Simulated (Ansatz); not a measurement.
Harmonic frequencies (cm⁻¹) at PBE0-D4/def2-TZVP from Ansatz: 52, 104, 134, 215, 294, 499, 593, 632, 710, 747, 787, 827, 892, 931, 1056, 1127, 1196, 1247, 1314, 1430, 1461, 2221, 2236, 3050, 3092, 3105, 3155.

Each molecule was computed in one conformer, which needn't be the lowest.

(1) Which molecule is it?
A. `CC(F)([SiH3])Cl`
B. `B/N=C(/O)[SiH3]`
C. `FC[SiH2]CCl`
D. `C[Si](C)(F)Cl`

Results:

(1) C.
